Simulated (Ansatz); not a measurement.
A barrier at the coupled-cluster level

Start structure (Si2H6SO, closed shell), relaxed at PBE0-D4/def2-TZVP:

```
atom    x (Å)    y (Å)    z (Å)
 Si1  -0.1857   0.3774  -0.7233
  O2   1.0148   1.5055  -0.7013
  S3   0.2809  -1.3270  -1.9311
  H4   1.2655  -1.7714  -1.1308
  H5  -1.4142   0.8889  -1.3907
 Si6  -0.5273  -0.2514   1.4992
  H7   1.3617   1.7940  -1.5483
  H8  -0.7346   0.9278   2.3811
  H9   0.6615  -1.0110   1.9730
 H10  -1.7224  -1.1327   1.5723
```

The step: Si₂H₆SO ([OH][SiH]([SiH3])[SH]) → Si₂H₄S ([SiH3][SiH][S]) + H₂O (still joined by a long Si–O bond); bonds formed: O2–H4; bonds broken: S3–H4; bonds weakened to dative contacts: Si1–O2. Ansatz 0.2.0; basis: def2-TZVPP and def2-QZVPP; cores frozen in the correlated methods. Extrapolation: Hartree–Fock as exp(−7.88 √X), correlation as X^−2.97. Energies below are by CCSD(T) at an estimated basis limit (MP2 extrapolated from triple and quadruple zeta, plus CCSD(T) − MP2 in triple zeta).

Task: What are the electronic barrier and the energy of the step, from the start structure to the end structure? (An estimate is asked for; the value comes from the calculation.)

Result: The calculation gives: Barrier 160.8 kJ/mol; step energy 137.8 kJ/mol (uphill); reverse barrier, their difference, 23.0 kJ/mol. Barrier and step energy count from the start structure, the reverse barrier from the end structure.

The saddle point: One imaginary mode of 1033i cm⁻¹.
| pair | start (Å) | saddle (Å) | end (Å) |
| --- | --- | --- | --- |
| O2–H4 | 3.31 | 1.16 | 0.98 |
| Si1–O2 | 1.65 | 1.83 | 1.98 |
| S3–H4 | 1.34 | 1.79 | 2.55 |

Zero-point energy (harmonic, PBE0-D4): ZPE is 151.8 kJ/mol at the start and 146.9 kJ/mol at the saddle, so the barrier goes from 160.8 to 155.9 kJ/mol.

First-order rate constant out of the start structure at 298 K by transition-state theory, with harmonic vibrational free energies alone and no tunnelling: ΔA‡ = 157.4 kJ/mol, so k = (kB T/h) exp(−ΔA‡/kB T) ≈ 10^-15 s⁻¹ (an order of magnitude at best: rotation, the number of equivalent paths and anharmonicity are left out).

T1 diagnostic: at most 0.015.

Labels in which every atom is bracketed show which atoms are joined, not bond orders.

For scale, one of the runs: CCSD(T)/def2-TZVPP, 241 basis functions, launched by `ansatz run in.yaml --threads 4 --pin off --events-out ev --progress --plain --max-ram 9574MiB`. Time: 25 s of wall clock on 4 CPU threads of an Intel Xeon 6975P-C; the host was shared. Peak host memory: 4.5 GiB.
